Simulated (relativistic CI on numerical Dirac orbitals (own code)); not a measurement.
**One change at a time: Ir XXIII**

Base calculation: Dirac-Coulomb-Breit CI, orbitals from a KLI potential per configuration, model QED (radiative potential, 1s self-energy scaled to tabulated hydrogen-like ionisation energies), unscaled Slater integrals.

Configurations in the expansion (outside the closed core [Ar] 3d10 4d10): 4s²4p⁶4f⁹, 4s²4p⁶4f⁸5s, 4s²4p⁶4f⁷5s², 4s²4p⁵4f¹⁰, 4s²4p⁶4f⁸6s, 4s4p⁶4f¹⁰, 4p⁶4f¹¹. Levels of other configurations are missing.

Variants: (1) one mean potential for all configurations; (2) only the first 3 configurations. Shifts of the energy above 4s²4p⁶4f⁹ ⁶H°15/2, in cm⁻¹, for the lowest level and the first level of each name with at least 55 % of one term (blank where a level changes its place among those of its configuration and J or its character, or is not in the variant):

```csv
Level,Base,Δ(1),Δ(2)
4s²4p⁶4f⁹ ⁶H°15/2,0.0,0.0,0.0
4s²4p⁶4f⁹ ⁶H°13/2,18112.4,-458.7,-69.0
4s²4p⁶4f⁹ ⁶H°9/2,33477.1,-452.0,+211.1
4s²4p⁶4f⁹ ⁶H°5/2,42434.1,-408.8,+412.9
4s²4p⁶4f⁹ ⁶F°5/2,44579.0,-377.1,+403.2
4s²4p⁶4f⁹ ⁶F°1/2,47667.3,-209.7,+418.8
4s²4p⁶4f⁹ ⁴M°21/2,57202.9,+189.9,+115.4
4s²4p⁶4f⁹ ⁴G°11/2,59553.0,-49.2,+1184.4
4s²4p⁶4f⁹ ⁴M°17/2,80246.1,-236.7,+230.1
4s²4p⁶4f⁹ ⁴M°19/2,82517.7,-234.0,+111.1
4s²4p⁶4f⁹ ⁴H°13/2,83987.7,+178.4,+912.9
4s²4p⁶4f⁹ ⁴L°17/2,89156.1,+45.0,+215.2
4s²4p⁶4f⁹ ⁴F°3/2,90970.7,+601.1,+1705.4
4s²4p⁶4f⁹ ⁴K°11/2,100977.2,-246.0,+778.4
4s²4p⁶4f⁹ ⁴H°7/2,102083.9,+38.4,+1047.9
```

At this charge energies of transitions that change n are usually good to better than 1 %, and those within a shell (Δn = 0) to a few per cent. Terms inside the open d or f shell come out 10 to 20 % too wide with unscaled integrals.

Ionisation energy from the two ground configurations alone: base 646.406 eV. The NIST ASD value (theoretical) is 670 eV. The gap of more than 2 % comes from missing correlation, or from a tabulated value that is itself an estimate.

LS names give the leading component of a level, which can be under half, so a name can repeat, a term be missing and a line seem to break the LS rules.
